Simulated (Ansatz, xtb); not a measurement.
## GeH6NSi: which of two isomers lies lower

Structure a: `[SiH3][NH][GeH2]`, a doublet. Structure b: `N[SiH][GeH3]`, a doublet. Both are isolated molecules in the gas phase, relaxed with PBE-D3(BJ)/def2-SVP; the shapes shown needn't be the lowest conformers.

a (Å):

```
atom    x (Å)    y (Å)    z (Å)
  Ge  -1.0668  -0.2002   0.9975
   N  -0.0403   1.2372   0.3901
  Si  -0.3589   2.9483   0.6382
   H  -1.1441   3.0680   1.9129
   H  -1.1458   3.5944  -0.4764
   H   0.9442   3.6947   0.7588
   H   0.5700   0.9998  -0.4007
   H  -0.0785  -1.4227   1.0243
   H  -1.4722   0.2031   2.4580
```

b (Å):

```yaml
atoms:
  - { symbol: Ge, position_ang: [-0.3502, 0.0781, 0.3568] }
  - { symbol: N, position_ang: [-0.9597, 3.2932, 1.1947] }
  - { symbol: Si, position_ang: [0.4443, 2.2932, 0.8486] }
  - { symbol: H, position_ang: [-0.8500, 4.1500, 1.7449] }
  - { symbol: H, position_ang: [-1.6789, 3.4178, 0.4769] }
  - { symbol: H, position_ang: [1.2472, 2.3039, 2.1350] }
  - { symbol: H, position_ang: [-1.3660, 0.1499, -0.8192] }
  - { symbol: H, position_ang: [0.8258, -0.8296, -0.0962] }
  - { symbol: H, position_ang: [-1.0704, -0.6164, 1.5514] }
```

Question: Estimate E(b) − E(a) at the level CCSD(T)/def2-SVP + ΔMP2/def2-TZVPP.

Answer: Calculated at CCSD(T)/def2-SVP + ΔMP2/def2-TZVPP: E(b) − E(a) = +0.172 eV, so structure a lies lower.

The same difference at several levels:

```tsv
level	geometry	E(b) − E(a) (eV)	departure from the last row (eV)	job, with rough time for the two
GFN2-xTB	GFN2-xTB	+0.819	+0.647	optimisation, 0.28 s
HF/STO-3G	GFN2-xTB	−0.276	−0.448	single point, 0.68 s
r2SCAN-D4/def2-SVP	GFN2-xTB	+0.103	−0.069	single point, 5.4 s
PBE-D3(BJ)/def2-SVP	PBE-D3(BJ)/def2-SVP	+0.001	−0.171	optimisation, 94 s
HF/def2-SVP	PBE-D3(BJ)/def2-SVP	+0.304	+0.133	part of the CCSD(T) run
MP2/def2-SVP	PBE-D3(BJ)/def2-SVP	+0.259	+0.087	part of the CCSD(T) run
CCSD(T)/def2-SVP	PBE-D3(BJ)/def2-SVP	+0.220	+0.048	single point
CCSD(T)/def2-SVP + ΔMP2/def2-TZVPP	PBE-D3(BJ)/def2-SVP	+0.172		single point, 44 s
```

As drawn, b has 1 Ge–Si, 1 N–H, 1 Ge–H in place of 1 Ge–N, 2 Si–H.

HF/STO-3G puts the two in the other order. PBE-D3(BJ)/def2-SVP finds them nearly level. The largest departure from CCSD(T)/def2-SVP + ΔMP2/def2-TZVPP is that of GFN2-xTB, 0.647 eV. The last row adds to CCSD(T) the change of the MP2 difference between the two basis sets, here −0.048 eV.

With harmonic frequencies from PBE-D3(BJ)/def2-SVP (ideal gas, rigid rotor, one conformer each, 298.15 K, 1 atm): on the last row, ΔE + ΔZPE = +0.223, ΔH = +0.235, ΔG = +0.217 eV.

Open shells are spin-unrestricted. The correlated steps freeze 15 core orbitals; the filled d shell of Ge is correlated, in a basis made for valence electrons. Run with Ansatz 0.2.0, xtb 6.7.1; the last row on 2 threads of Intel(R) Xeon(R) Platinum 8259CL CPU @ 2.50GHz (Skylake/Cascade Lake) on a shared host.
